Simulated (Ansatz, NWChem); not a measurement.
**H2Se (hydrogen selenide): from total energies to a heat of formation**

H2Se has 3 atoms, charge 0, and is taken as a singlet. As SMILES, `[SeH2]`. The shape is that of a PBE0-D4/def2-TZVP optimisation.

```xyz
3

Se    0.5607   -0.2747    0.2802
H     0.0454    1.0919    0.1439
H    -0.6061   -0.8172   -0.4241
```

Total energies at SVWN5/def2-TZVPPD (NWChem 7.3.0); the atoms run unrestricted:

```tsv
species	state	energy (Eh)
H2Se	singlet	-2399.317417
Se	triplet	-2398.061270
H	doublet	-0.478344
```

Harmonic wavenumbers at PBE0-D4/def2-TZVP, in cm⁻¹: 1062, 2455, 2468.

Measured heats of formation of the gaseous atoms at 298.15 K, in kJ/mol: Se 227.1, H 218.0. Spin-orbit lowering of the atoms at 298 K (mean of the ground term's levels less their thermal mean, from spectra), in kJ/mol: Se 11.30. Take 1 Eh = 2625.50 kJ/mol, 1 cm⁻¹ = 0.0119627 kJ/mol, RT = 2.479 kJ/mol.

**Question.** Work out the heat of formation of the gas at 298 K.

**Answer.** 
1. Electronic atomisation energy: (-2398.061270) + 2 × (-0.478344) − (-2399.317417) = 0.299459 Eh = 786.2 kJ/mol.
2. Zero-point energy: half the sum of the wavenumbers, 2992.5 cm⁻¹ = 35.8 kJ/mol.
3. Thermal vibrational enthalpy, Σ hcν̃/(exp(hcν̃/kT) − 1): 0.1 kJ/mol. Translation, rotation and pV of a non-linear molecule: 4 RT = 9.9 kJ/mol.
4. The 3 free atoms carry 5/2 RT each: 18.6 kJ/mol.
5. Spin-orbit coupling lowers the free atoms by 11.30 = 11.3 kJ/mol.
6. Atomisation enthalpy at 298 K: 786.2 − 11.3 − 35.8 − 0.1 − 9.9 + 18.6 = 747.7 kJ/mol.
7. Sum of the atoms' heats of formation: 663.1 kJ/mol. Heat of formation: 663.1 − 747.7 = -84.6 kJ/mol.

The tabulated value is +29.7 kJ/mol (CRC Handbook of Chemistry and Physics), so this level is off by -114.3 kJ/mol, or 18.0 % of the atomisation enthalpy that the table implies (633.4 kJ/mol). The LDA overbinds, which puts heats of formation too low. Relativity is left out. Anharmonicity and any spin-orbit splitting of the molecule are left out.
